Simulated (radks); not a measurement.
Results of a calculation; reference values are marked as such.
Q: Excited configurations of the holmium ion Ho3+: one electron is placed in a higher orbital outside [Xe] 4f9. The ground configuration is [Xe] 4f10. Level of theory: scalar-relativistic Kohn-Sham, PBE, spin-polarised, spherical densities, point nucleus; open shells are filled with parallel spins first (spin-orbit coupling, left out, can overturn this in heavy ions) (a radial shooting solver on a logarithmic mesh with Libxc functionals). Excitation = E - E(ground); binding = E(ion) - E, where the ion is the core of charge +4; n* = 4/sqrt(2 binding) in atomic units, and the quantum defect is n - n*.

outer orbital  excitation (eV)  binding (eV)     n*  quantum defect  eigenvalue (eV)  <r> (bohr)
5d                      10.225        32.829  2.575           2.425          -27.464       1.997
5f                      28.607        14.447  3.882           1.118          -12.119       4.149
6s                      13.148        29.905  2.698           3.302          -26.399       2.877
6p                      19.339        23.715  3.030           2.970          -20.878       3.391
6d                      26.860        16.193  3.667           2.333          -14.270       4.550
6f                      33.448         9.605  4.761           1.239           -8.365       7.219
7s                      26.971        16.083  3.679           3.321          -14.427       5.279

Estimate the row for 7f.

A: excitation (eV) 36.325; binding (eV) 6.729; n* 5.688; quantum defect 1.312; eigenvalue (eV) -5.978; <r> (bohr) 11.03. The Delta-SCF ionisation energy is 43.054 eV (NIST Atomic Spectra Database: 42.5 eV, semi-empirical). Self-interaction in the functional shifts the binding energies and quantum defects, so they are the method's values and not measured ones. Open shells are spherical and high-spin; term and fine-structure splittings are not resolved. Spin-orbit splitting is averaged out at the scalar-relativistic level.
